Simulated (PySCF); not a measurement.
# Sr (strontium, neutral) across methods

[Kr] 5s2, closed-shell 1S. All numbers are calculated (PySCF 2.14, the spin-free X2C one-electron Hamiltonian (Gaussian nucleus), in x2c-QZVPPall).

```csv
method,E (hartree),mean ε 4s (eV),mean ε 4p (eV),mean ε 5s (eV),Σ⟨r²⟩ (bohr²),⟨S²⟩
BHandHLYP,-3179.28,-47.222,-26.533,-4.416,70.42,0.000
PBE0,-3178.97,-44.198,-24.827,-4.047,70.02,0.000
r2SCAN,-3179.26,-42.358,-23.669,-3.579,70.83,0.000
UHF,-3177.35308,-53.017,-29.800,-4.931,74.27,0.000
B97-3,-3179.03,-44.411,-24.962,-3.964,70.30,0.000
PBEsol,-3176.94,-40.848,-22.799,-3.536,69.20,0.000
PBE,-3178.90,-40.874,-22.813,-3.523,69.56,0.000
LDA,-3175.14,-40.895,-22.855,-3.640,68.51,0.000
```
